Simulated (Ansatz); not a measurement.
C4H9B can be A, `B/C=C/CC`, or B, `BC1(C)CC1`.

Program: Ansatz. Geometries: PBE0-D4/def2-TZVP. ΔE: electronic, gas phase. CBS: MP2 limit from def2 TZ/QZ plus the TZ coupled-cluster correction, frozen cores. DFT in def2-TZVPP. B3LYP here is the variant with VWN-RPA as its local correlation; programs differ in this. One conformer a species, not always the lowest.

(1) Which isomer does CCSD(T)/CBS put lower? Give the gap. (Estimate.)

(2) Give E(B) − E(A) in kJ/mol with PBE-D4, ωB97M-V, B3LYP-D4, CCSD/def2-TZVPP, B2PLYP, r2SCAN-D4, PBE0-D4. (Estimate.)

Largest T1 diagnostic: 0.010.

## Answers

(1) The calculation gave: A, by 29.7 kJ/mol.

(2) Ansatz gave: PBE-D4 22.8, ωB97M-V 23.8, B3LYP-D4 40.6, CCSD/def2-TZVPP 30.1, B2PLYP 37.3, r2SCAN-D4 23.8, PBE0-D4 17.7. None reverses the order clearly.

In def2-TZVPP, CCSD(T) changes the Hartree–Fock value by −24.3 kJ/mol (the triples alone add −0.6 kJ/mol) and MP2 by −36.6 kJ/mol. From PBE to PBE0 (25 % exact exchange), in def2-TZVPP and without D4, E(B) − E(A) moves by −5.6 kJ/mol.
